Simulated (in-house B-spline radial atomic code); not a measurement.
Ionisation energies along the 20-electron series, configuration 1s2 2s2 2p6 3s2 3p6 3d3/2(2), as differences of self-consistent energies. Dirac energy differences include first-order Breit, QED and recoil terms. NIST's values go from ground level to ground level; the uncertainty of those that are theory runs from under 0.1 % in few-electron ions to several per cent in heavy many-electron ones. Computed with a B-spline radial code for spherical atoms: Dirac-Hartree-Fock, jj configuration that fills j = l - 1/2 first, finite nuclei.

A number in brackets counts the electrons of a j subshell.

```json
{"ion": "Eu43+", "configuration after": "[Ar] 3d3/2(1)", "ionisation energy (eV)": "3394.4", "IE/(q+1)² (eV)": "1.7533", "-ε less Coulomb ΔSCF (eV)": "1.9694", "Breit and QED recoil part (eV)": "-2.1862", "tabulated value (eV)": "3398", "tabulated kind": "tabulated theory", "computed minus tabulated (eV)": "-4"}
{"ion": "Gd44+", "configuration after": "[Ar] 3d3/2(1)", "ionisation energy (eV)": "3542.4", "IE/(q+1)² (eV)": "1.7493", "-ε less Coulomb ΔSCF (eV)": "1.9742", "Breit and QED recoil part (eV)": "-2.3342", "tabulated value (eV)": "3546", "tabulated kind": "tabulated theory", "computed minus tabulated (eV)": "-4"}
{"ion": "Tb45+", "configuration after": "[Ar] 3d3/2(1)", "ionisation energy (eV)": "3693.5", "IE/(q+1)² (eV)": "1.7455", "-ε less Coulomb ΔSCF (eV)": "1.9788", "Breit and QED recoil part (eV)": "-2.4889", "tabulated value (eV)": "3698", "tabulated kind": "tabulated theory", "computed minus tabulated (eV)": "-4"}
{"ion": "Dy46+", "configuration after": "[Ar] 3d3/2(1)", "ionisation energy (eV)": "3847.9", "IE/(q+1)² (eV)": "1.7419", "-ε less Coulomb ΔSCF (eV)": "1.9834", "Breit and QED recoil part (eV)": "-2.6501", "tabulated value (eV)": "3852", "tabulated kind": "tabulated theory", "computed minus tabulated (eV)": "-4"}
{"ion": "Ho47+", "configuration after": "[Ar] 3d3/2(1)", "ionisation energy (eV)": "?", "IE/(q+1)² (eV)": "?", "-ε less Coulomb ΔSCF (eV)": "?", "Breit and QED recoil part (eV)": "?", "tabulated value (eV)": "?", "tabulated kind": "tabulated theory", "computed minus tabulated (eV)": "?"}
{"ion": "Er48+", "configuration after": "[Ar] 3d3/2(1)", "ionisation energy (eV)": "?", "IE/(q+1)² (eV)": "?", "-ε less Coulomb ΔSCF (eV)": "?", "Breit and QED recoil part (eV)": "?", "tabulated value (eV)": "?", "tabulated kind": "tabulated theory", "computed minus tabulated (eV)": "?"}
{"ion": "Tm49+", "configuration after": "[Ar] 3d3/2(1)", "ionisation energy (eV)": "4330.3", "IE/(q+1)² (eV)": "1.7321", "-ε less Coulomb ΔSCF (eV)": "1.997", "Breit and QED recoil part (eV)": "-3.1757", "tabulated value (eV)": "4335", "tabulated kind": "tabulated theory", "computed minus tabulated (eV)": "-5"}
{"ion": "Yb50+", "configuration after": "[Ar] 3d3/2(1)", "ionisation energy (eV)": "?", "IE/(q+1)² (eV)": "?", "-ε less Coulomb ΔSCF (eV)": "?", "Breit and QED recoil part (eV)": "?", "tabulated value (eV)": "?", "tabulated kind": "tabulated theory", "computed minus tabulated (eV)": "?"}
{"ion": "Lu51+", "configuration after": "[Ar] 3d3/2(1)", "ionisation energy (eV)": "4668.2", "IE/(q+1)² (eV)": "1.7264", "-ε less Coulomb ΔSCF (eV)": "2.0059", "Breit and QED recoil part (eV)": "-3.5624", "tabulated value (eV)": "4673", "tabulated kind": "tabulated theory", "computed minus tabulated (eV)": "-5"}
{"ion": "Hf52+", "configuration after": "[Ar] 3d3/2(1)", "ionisation energy (eV)": "4842.0", "IE/(q+1)² (eV)": "1.7237", "-ε less Coulomb ΔSCF (eV)": "2.0103", "Breit and QED recoil part (eV)": "-3.767", "tabulated value (eV)": "4846", "tabulated kind": "tabulated theory", "computed minus tabulated (eV)": "-4"}
{"ion": "Ta53+", "configuration after": "[Ar] 3d3/2(1)", "ionisation energy (eV)": "5019.0", "IE/(q+1)² (eV)": "1.7212", "-ε less Coulomb ΔSCF (eV)": "2.0146", "Breit and QED recoil part (eV)": "-3.9795", "tabulated value (eV)": "5024", "tabulated kind": "tabulated theory", "computed minus tabulated (eV)": "-5"}
{"ion": "W54+", "configuration after": "[Ar] 3d3/2(1)", "ionisation energy (eV)": "5199.4", "IE/(q+1)² (eV)": "1.7188", "-ε less Coulomb ΔSCF (eV)": "2.019", "Breit and QED recoil part (eV)": "-4.2", "tabulated value (eV)": "5209", "tabulated kind": "semi-empirical", "computed minus tabulated (eV)": "-10"}
{"ion": "Re55+", "configuration after": "[Ar] 3d3/2(1)", "ionisation energy (eV)": "5383.1", "IE/(q+1)² (eV)": "1.7165", "-ε less Coulomb ΔSCF (eV)": "2.0233", "Breit and QED recoil part (eV)": "-4.4286", "tabulated value (eV)": "5388", "tabulated kind": "tabulated theory", "computed minus tabulated (eV)": "-5"}
{"ion": "Os56+", "configuration after": "[Ar] 3d3/2(1)", "ionisation energy (eV)": "5570.0", "IE/(q+1)² (eV)": "1.7144", "-ε less Coulomb ΔSCF (eV)": "2.0276", "Breit and QED recoil part (eV)": "-4.6654", "tabulated value (eV)": "5575", "tabulated kind": "tabulated theory", "computed minus tabulated (eV)": "-5"}
{"ion": "Ir57+", "configuration after": "[Ar] 3d3/2(1)", "ionisation energy (eV)": "5760.2", "IE/(q+1)² (eV)": "1.7123", "-ε less Coulomb ΔSCF (eV)": "2.0319", "Breit and QED recoil part (eV)": "-4.9107", "tabulated value (eV)": "5765", "tabulated kind": "tabulated theory", "computed minus tabulated (eV)": "-5"}
{"ion": "Pt58+", "configuration after": "[Ar] 3d3/2(1)", "ionisation energy (eV)": "5953.8", "IE/(q+1)² (eV)": "1.7104", "-ε less Coulomb ΔSCF (eV)": "2.0361", "Breit and QED recoil part (eV)": "-5.1647", "tabulated value (eV)": "5959", "tabulated kind": "tabulated theory", "computed minus tabulated (eV)": "-5"}
{"ion": "Au59+", "configuration after": "[Ar] 3d3/2(1)", "ionisation energy (eV)": "6150.7", "IE/(q+1)² (eV)": "1.7085", "-ε less Coulomb ΔSCF (eV)": "2.0404", "Breit and QED recoil part (eV)": "-5.4274", "tabulated value (eV)": "6156", "tabulated kind": "tabulated theory", "computed minus tabulated (eV)": "-5"}
{"ion": "Hg60+", "configuration after": "[Ar] 3d3/2(1)", "ionisation energy (eV)": "6351.0", "IE/(q+1)² (eV)": "1.7068", "-ε less Coulomb ΔSCF (eV)": "2.0446", "Breit and QED recoil part (eV)": "-5.6991", "tabulated value (eV)": "6356", "tabulated kind": "tabulated theory", "computed minus tabulated (eV)": "-5"}
{"ion": "Tl61+", "configuration after": "[Ar] 3d3/2(1)", "ionisation energy (eV)": "6554.5", "IE/(q+1)² (eV)": "1.7051", "-ε less Coulomb ΔSCF (eV)": "2.0489", "Breit and QED recoil part (eV)": "-5.98", "tabulated value (eV)": "6560", "tabulated kind": "tabulated theory", "computed minus tabulated (eV)": "-5"}
{"ion": "Pb62+", "configuration after": "[Ar] 3d3/2(1)", "ionisation energy (eV)": "6761.5", "IE/(q+1)² (eV)": "1.7036", "-ε less Coulomb ΔSCF (eV)": "2.0531", "Breit and QED recoil part (eV)": "-6.2701", "tabulated value (eV)": "6767", "tabulated kind": "tabulated theory", "computed minus tabulated (eV)": "-6"}
```

Task: Fill in the row of Ho47+.

Result: ionisation energy (eV): 4005.5; IE/(q+1)² (eV): 1.7385; -ε less Coulomb ΔSCF (eV): 1.988; Breit and QED recoil part (eV): -2.8183; tabulated value (eV): 4009; computed minus tabulated (eV): -4.

Task: Fill in the row of Er48+.

Result: ionisation energy (eV): 4166.3; IE/(q+1)² (eV): 1.7352; -ε less Coulomb ΔSCF (eV): 1.9925; Breit and QED recoil part (eV): -2.9934; tabulated value (eV): 4170; computed minus tabulated (eV): -4.

Task: Fill in the row of Yb50+.

Result: ionisation energy (eV): 4497.6; IE/(q+1)² (eV): 1.7292; -ε less Coulomb ΔSCF (eV): 2.0015; Breit and QED recoil part (eV): -3.3653; tabulated value (eV): 4502; computed minus tabulated (eV): -4.
